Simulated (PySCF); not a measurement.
PySCF 2.14 output of an unrestricted M06 calculation on a single atom or ion in cc-pVQZ, with no relativity, point nucleus:

```
SCF conv_tol = 1e-09
number electrons alpha = 2  beta = 1
    Y. Zhao and D. G. Truhlar.,  Theor. Chem. Acc. 120, 215 (2008)
    Y. Zhao and D. G. Truhlar.,  Theor. Chem. Acc. 120, 215 (2008)
cycle= 1 E= -14.3320913071486  delta_E= -0.000254  |g|= 0.00237  |ddm|= 0.128
cycle= 2 E= -14.3320925744934  delta_E= -1.27e-06  |g|= 0.000278  |ddm|= 0.00867
cycle= 3 E= -14.3320925888502  delta_E= -1.44e-08  |g|= 2.39e-05  |ddm|= 0.00128
cycle= 4 E= -14.3320925889987  delta_E= -1.49e-10  |g|= 6.27e-07  |ddm|= 0.000101
converged SCF energy = -14.3320925889987  <S^2> = 0.75000702  2S+1 = 2.000007
```

The run itself started from symmetry-adapted Hartree-Fock orbitals and held the occupation by maximum overlap, on a logarithmic radial grid, so the iterations belong to that start.

**Question.** Which element, charge and spin multiplicity is this?

**Answer.** Be⁺ (beryllium, charge +1), multiplicity 2; the state was [He] 2s1, 2S determinant.
